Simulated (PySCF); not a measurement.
BH3N, SMILES B=[NH2+], charge +1.

Geometry optimised at TPSSh-D3(BJ)/def2-TZVP. The isomer is the one that the SMILES or the coordinates give; other isomers of the formula were not compared.

These are TPSSh-D3(BJ)/def2-TZVP run with PySCF values and carry that method's errors.

Frequencies are harmonic and unscaled.

```json
[
 {"mode": "1", "ν (cm⁻¹)": "573", "IR (km/mol)": "1.8", "Raman (Å⁴/amu)": "0.2", "depolarisation": "0.75", "moving atoms (share of kinetic energy)": "H 94 %"},
 {"mode": "2", "ν (cm⁻¹)": "671", "IR (km/mol)": "233.3", "Raman (Å⁴/amu)": "0.3", "depolarisation": "0.75", "moving atoms (share of kinetic energy)": "H 74 %, N 22 %"},
 {"mode": "3", "ν (cm⁻¹)": "749", "IR (km/mol)": "0.1", "Raman (Å⁴/amu)": "0.5", "depolarisation": "0.75", "moving atoms (share of kinetic energy)": "H 77 %, B 21 %"},
 {"mode": "4", "ν (cm⁻¹)": "928", "IR (km/mol)": "71.2", "Raman (Å⁴/amu)": "0.1", "depolarisation": "0.75", "moving atoms (share of kinetic energy)": "H 61 %, B 25 %, N 14 %"},
 {"mode": "5", "ν (cm⁻¹)": "1456", "IR (km/mol)": "0.0", "Raman (Å⁴/amu)": "21.8", "depolarisation": "0.25", "moving atoms (share of kinetic energy)": "H 65 %, B 28 %"},
 {"mode": "6", "ν (cm⁻¹)": "1607", "IR (km/mol)": "250.0", "Raman (Å⁴/amu)": "11.1", "depolarisation": "0.01", "moving atoms (share of kinetic energy)": "H 42 %, N 38 %, B 20 %"},
 {"mode": "7", "ν (cm⁻¹)": "2885", "IR (km/mol)": "5.8", "Raman (Å⁴/amu)": "41.5", "depolarisation": "0.09", "moving atoms (share of kinetic energy)": "H 86 %, B 13 %"},
 {"mode": "8", "ν (cm⁻¹)": "3440", "IR (km/mol)": "279.2", "Raman (Å⁴/amu)": "69.2", "depolarisation": "0.08", "moving atoms (share of kinetic energy)": "H 95 %"},
 {"mode": "9", "ν (cm⁻¹)": "3505", "IR (km/mol)": "256.1", "Raman (Å⁴/amu)": "27.7", "depolarisation": "0.75", "moving atoms (share of kinetic energy)": "H 91 %, N 9 %"}
]
```
